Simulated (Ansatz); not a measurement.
A made-up structure of SiHBr2 (charge +1), singlet:

```json
{"atom": "Br1", "x (Å)": "-2.2760", "y (Å)": "0.1636", "z (Å)": "0.1144"}
{"atom": "Si2", "x (Å)": "0.0814", "y (Å)": "0.1187", "z (Å)": "0.0707"}
{"atom": "Br3", "x (Å)": "1.2775", "y (Å)": "-1.6198", "z (Å)": "-0.9820"}
{"atom": "H4", "x (Å)": "0.9171", "y (Å)": "1.3375", "z (Å)": "0.7969"}
```

It is relaxed with PBE-D4/def2-SVP and then PBE0-D4/def2-TZVP (Ansatz 0.2.0). Atoms count as bonded within 1.22 times the sum of their covalent radii (H–H: 0.88 Å). The end point is not checked to be a true minimum.

(1) Does its bonding change? (Judge from chemistry; the calculation decides.)

Answers

(1) By the calculation: No: no bond forms or breaks.

Where it ends: The first stage lowers the energy by 0.91 eV in 4 steps. It ends as SiHBr₂ ([Br][SiH][Br]), total charge +1:
Br1  (-2.032, 0.146, 0.102)
Si2  (0.073, 0.106, 0.063)
Br3  (1.141, -1.446, -0.877)
H4  (0.819, 1.194, 0.711)
(Å)

Labels in which every atom is bracketed show which atoms are joined, not bond orders.

For scale, one of the runs: PBE0-D4/def2-TZVP relaxation, 139 basis functions, launched by `ansatz run in.yaml --threads 2 --pin off --events-out ev --progress --plain --max-ram 4352MiB`. Hardware: 2 CPU threads of an Arm Neoverse V2, shared host. Wall time about 15 s.
